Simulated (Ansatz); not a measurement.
CH$_{3}$F$_{2}$Ge, SMILES `[CH3][Ge]([F])[F]` radical. Charge 0, multiplicity 2.

```tsv
atom	x (Å)	y (Å)	z (Å)
C1	0.838	-0.187	-0.215
Ge2	-1.105	0.069	-0.343
F3	-1.436	1.697	0.178
F4	-1.826	-0.898	0.912
H5	1.083	-1.225	-0.433
H6	1.340	0.481	-0.913
H7	1.106	0.062	0.814
```

Question: List the harmonic frequencies (cm⁻¹, unscaled) at PBE0-D4/def2-TZVP in Ansatz. (Estimate.)

Answer: Computed: 87, 168, 207, 234, 555, 689, 690, 771, 791, 1211, 1428, 1441, 3068, 3175, 3191.

Question: Is this a minimum?

Answer: Yes, all 15 modes are real.

Question: Give the ideal-gas thermochemistry at 298.15 K and 1 bar (rigid rotor, harmonic oscillator; point group Cs, symmetry number 1).

Answer: Zero-point energy 105.9 kJ/mol; H(298) − E = 123.8 kJ/mol; entropy 331.3 J/(mol·K), of which translation 169.1, rotation 107.1, vibration 49.3, electronic 5.8; G(298) − E = 25.1 kJ/mol. Modes under 100 cm⁻¹ are hindered rotations or soft bends, so the harmonic entropy is rough.

Question: Rotational constants (cm⁻¹)?

Answer: 0.1886, 0.1737, 0.1109.
